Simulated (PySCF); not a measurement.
Al(H)2(NMe2) (C2H8AlN), SMILES C[N](C)[AlH2]. Atoms are numbered in the order given.

```xyz
12

Al     0.0000     0.0000     1.4723
H      0.0000     1.4105     2.2010
H      0.0000    -1.4105     2.2010
N      0.0000     0.0000    -0.3130
C      0.0000    -1.2014    -1.1108
C      0.0000     1.2014    -1.1108
H     -0.8896    -1.2593    -1.7691
H      0.8896    -1.2593    -1.7691
H      0.0000    -2.0983    -0.4723
H      0.8896     1.2593    -1.7691
H     -0.8896     1.2593    -1.7691
H      0.0000     2.0983    -0.4723
```

Geometry optimised at PBE0-D3(BJ)/def2-SVP. The structure was generated by enumeration; whether it is a known compound was not checked.

Computed with C-PCM-B3LYP/def2-SVP (PySCF).

The values are the electrostatic part of the solvation free energy, E(continuum) − E(gas) at the gas-phase geometry, in a cavity of scaled van der Waals radii (PySCF's table); cavitation and dispersion terms are not included. A continuum can't describe solvent molecules that bind to the metal. In vacuum the orbital gap is 5.35 eV. The dipole moment in vacuum is 1.13 D.

Q: Estimate the values in water (ε = 78.36), 2-propanol (ε = 19.26), chlorobenzene (ε = 5.70). (Estimate from the structure and the level; the computed values follow.)

A: 
```
solvent            ε  ΔG(elec) (kcal/mol)  dipole (D)  gap (eV)
-------------  -----  -------------------  ----------  --------
water          78.36                 -2.6        1.31      5.44
2-propanol     19.26                 -2.5        1.30      5.43
chlorobenzene   5.70                 -2.1        1.27      5.42
```
